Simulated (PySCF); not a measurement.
Identify the unknown among the candidates.

All candidates are C5H9NOSi.

* Triplet: lowest triplet excitation (Tamm–Dancoff): 6.47 eV [TDA B3LYP/def2-SVPD]
* 13C NMR: chemical shifts (computed TMS as zero) by class: 124.3 (1 C), 69.9 (1 C), 31.6 (1 C), 31.5 (1 C), 12.6 (1 C) ppm [GIAO PBE0/pcSseg-1]
* NMR, other nuclei: isotropic shieldings of nuclei other than C and H, by class: -34 (1 N), 312 (1 O), 372 (1 Si) ppm [GIAO PBE0/pcSseg-1]
* Polarisability: 87.2 au [B3LYP/def2-SVPD]
* UV, strongest line: among the 8 lowest singlet transitions: S6 at 7.72 eV (161 nm, f = 0.026) [TDDFT B3LYP/def2-SVPD]
* Rotational structure: rotational constants A, B, C: 3.889, 1.138, 0.928 GHz [GFN2-xTB]

Gas-phase values; electronic properties from PySCF, density fitting. Levels stand in brackets. Isolated species at its GFN2-xTB geometry (one conformer only). NMR classes are plain means over equivalent atoms (diastereotopic ones count apart unless rotation or inversion swaps them), as if these changed places fast.

Task: Which candidate is it?
A. `NCc1coc([SiH3])c1`
B. `COc1ccn([SiH3])c1`
C. `CCO[SiH2]/C=C/C#N`
D. `N#C[C@H]1CC[SiH2]OC1`
E. `C[C@@H]1C[C@H](C#N)O[SiH2]1`

Result: D. It is `N#C[C@H]1CC[SiH2]OC1`. Numbering: `[N:1]#[C:2][C@H:3]1[CH2:4][CH2:5][SiH2:6][O:7][CH2:8]1`. Its formula, C5H9NOSi, gives 3 degrees of unsaturation: 1 ring and 2 π bonds in the structure found. 5 carbons fall into 5 classes; from least to most shielded: nitrile carbon [C2] (124.3 ppm), ring sp3 carbon bound to oxygen [C8] (69.9 ppm), ring CH2 carbon [C4] (31.6 ppm), sp3 carbon next to a nitrile [C3] (31.5 ppm), ring sp3 carbon bound to silicon [C5] (12.6 ppm). The other shieldings belong to: -34 ppm, nitrile nitrogen [N1]; 312 ppm, silyl ether oxygen [O7]; 372 ppm, oxygen-bound silicon [Si6]. The optimised geometry has point group C1 and is an asymmetric top.

The others, at the same levels:
- `NCc1coc([SiH3])c1` fails: its computed 13C shifts are 152.9 (1 C), 150.0 (1 C), 139.9 (1 C), 130.5 (1 C), 42.7 (1 C) ppm, rotational constant A is 4.993 GHz (against 3.889 GHz) and smallest rotational constant is 0.764 GHz (against 0.928 GHz).
- `C[C@@H]1C[C@H](C#N)O[SiH2]1` fails: its computed 13C shifts are 124.5 (1 C), 67.9 (1 C), 45.2 (1 C), 24.4 (1 C), 16.3 (1 C) ppm and rotational constant A is 3.148 GHz (against 3.889 GHz).
- `CCO[SiH2]/C=C/C#N` fails: its computed 13C shifts are 159.0 (1 C), 124.4 (1 C), 122.7 (1 C), 63.3 (1 C), 20.4 (1 C) ppm, rotational constant A is 3.145 GHz (against 3.889 GHz) and smallest rotational constant is 0.602 GHz (against 0.928 GHz).
- `COc1ccn([SiH3])c1` fails: its computed 13C shifts are 159.2 (1 C), 126.8 (1 C), 111.3 (1 C), 106.0 (1 C), 57.8 (1 C) ppm, rotational constant A is 4.207 GHz (against 3.889 GHz) and smallest rotational constant is 0.812 GHz (against 0.928 GHz).

Each candidate is one conformer, not necessarily the lowest. Dipoles, sizes and rotational constants follow the conformer. The torsions of the flexible species, by atom-mapped SMILES:
- `[NH2:1][CH2:2][c:3]1[cH:4][o:5][c:6]([SiH3:7])[cH:8]1`: N1–C2–C3–C4 -80°, H–N1–C2–C3 -58°, H–N1–C2–C3 60°
- `[CH3:1][CH2:2][O:3][SiH2:4]/[CH:5]=[CH:6]/[C:7]#[N:8]`: C1–C2–O3–Si4 180°, C2–O3–Si4–C5 180°, O3–Si4–C5–C6 0°
- `[CH3:1][O:2][c:3]1[cH:4][cH:5][n:6]([SiH3:7])[cH:8]1`: C1–O2–C3–C4 180°

The conformers of `N#C[C@H]1CC[SiH2]OC1` and `C[C@@H]1C[C@H](C#N)O[SiH2]1` aren't listed.
